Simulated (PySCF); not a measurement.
Worked example: oscillator strength and radiative lifetime

FH6NOSi2, SMILES O[Si@H](F)N[SiH3].

Geometry: B3LYP-D3(BJ)/def2-SVP. The structure was generated by enumeration; whether it is a known compound was not checked. Other conformers were not sampled.

PySCF with TDDFT-PBE/def2-SVPD puts the first singlet state with f over 0.02 at 7.14 eV (vertical), with the transition dipole (0.092, 0.092, -0.465) in atomic units.

Task: Find the oscillator strength, the wavelength and the radiative lifetime that this transition would have in vacuum if emission retraced absorption.

Result: 
|μ|² = 0.2332 au, so |μ| = 1.23 D. ΔE = 7.14/27.211 = 0.2624 hartree. f = (2/3) ΔE |μ|² = 0.041 (the program prints 0.041).
λ = 1239.84/7.14 = 174 nm; ν = 57588 cm⁻¹.
Einstein's coefficient A = 0.6670 ν² f s⁻¹ (ν in cm⁻¹) = 9.0e7 s⁻¹, so τ = 1/A = 11 ns. This state is S5; the lower singlets have f = 0.016, 0.005, 0.016, 0.001. The figure is the radiative limit of this one transition; relaxation, internal conversion, crossing to triplets and a medium change what is measured.
